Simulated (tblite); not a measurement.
C5H6O3S.
Atom-mapped SMILES: `[O:1]=[CH:2][O:3][C:4]1=[CH:5][S@@:6](=[O:7])[CH2:8][CH2:9]1` (hydrogens: H10 on C2; H11 on C5; H12, H13 on C8; H14, H15 on C9)

Geometry (GFN2-xTB, Å), atoms numbered from 1 in this order:
```
atom  x, y, z in Å
O1     2.416    2.013   -0.395
C2     2.612    0.857   -0.605
O3     1.752   -0.152   -0.498
C4     0.433    0.029   -0.131
C5    -0.227    1.155    0.093
S6    -1.988    0.873    0.445
O7    -2.655    0.890   -0.855
C8    -1.574   -0.906    0.828
C9    -0.339   -1.253    0.017
H10    3.580    0.433   -0.924
H11    0.142    2.158    0.001
H12   -1.377   -0.936    1.898
H13   -2.437   -1.520    0.591
H14   -0.616   -1.613   -0.977
H15    0.274   -2.020    0.493
```

Computed with GFN2-xTB (tblite): harmonic, unscaled wavenumbers at the GFN2-xTB geometry, gas phase. Errors from tens to a few hundred cm⁻¹ against measured bands are possible. One conformer, not necessarily the lowest.

Harmonic wavenumbers (cm⁻¹): 41.3, 98.7, 117.3, 164.7, 267.0, 292.3, 330.1, 382.7, 468.9, 497.7, 539.8, 640.7, 719.9, 765.0, 786.6, 818.8, 906.5, 930.8, 951.6, 1035.7, 1059.5, 1092.2, 1124.4, 1144.9, 1149.5, 1187.9, 1223.0, 1293.2, 1356.4, 1430.9, 1452.9, 1666.5, 1789.8, 2832.2, 2964.9, 2993.4, 3017.8, 3044.1, 3165.8.

A = 3021, B = 903.5, C = 760.6 MHz; mass 146.004 u (most abundant isotopes); point group C1, symmetry number 1.

Problem. Zero-point energy?

Solution. ½Σν̃ = 22873 cm⁻¹ = 273.62 kJ/mol.

Problem. What is S at 298.15 K and 1 bar for an ideal gas of classical rigid rotors and harmonic oscillators?

Solution. Translation 171.01, rotation 123.13, vibration 99.95: S = 394.1 J/(mol K).

Problem. And Cp and H(298.15 K) − H(0)?

Solution. Cp = 141.10 J/(mol K), of which vibrations give 107.84 (their classical limit is 39 R = 324.3); H(298.15 K) − H(0) = 25.77 kJ/mol without the zero-point energy, 15.85 from vibrations.

Problem. How do the functions run with temperature in this model?

Solution. 
| T (K) | S (J/(mol K)) | Cp (J/(mol K)) | H − H(0) (kJ/mol) | G − H(0) (kJ/mol) | ln q(vib) |
| --- | --- | --- | --- | --- | --- |
| 150 | 318.1 | 86.8 | 8.92 | -38.79 | 2.47 |
| 250 | 370.8 | 123.2 | 19.41 | -73.31 | 4.60 |
| 400 | 440.6 | 176.1 | 41.97 | -134.26 | 7.82 |
| 600 | 522.4 | 227.3 | 82.69 | -230.76 | 12.08 |
| 900 | 624.1 | 272.7 | 158.35 | -403.30 | 18.10 |

q(vib) and H(0) count from the zero-point level.

Problem. Blend soft modes into free rotors: weight 1/[1 + (100 cm⁻¹/ν̃)⁴] for the oscillator and the rest for a rotor with moment μB/(μ + B), μ = h/(8π²ν), B = 10⁻⁴⁴ kg m². What vibrational entropy results?

Solution. 92.05 J/(mol K) in place of 99.95, which changes −T·S at 298.15 K by +2.35 kJ/mol.

Problem. Which modes carry the vibrational entropy at 298.15 K?

Solution. 41.3 cm⁻¹: 21.74; 98.7 cm⁻¹: 14.56; 117.3 cm⁻¹: 13.16; 164.7 cm⁻¹: 10.44; 267.0 cm⁻¹: 6.76; 292.3 cm⁻¹: 6.11 J/(mol K); the other 33 give 27.18 together.

Hindered rotation and anharmonicity are outside this model. Other conformers, if any are populated, would add a mixing term that is left out. The structure is chiral; the term R ln 2 for an equal mix with its mirror image is left out.

Run on one thread, Arm Neoverse V1 (shared host). This covers the Hessian and the dipole derivatives.
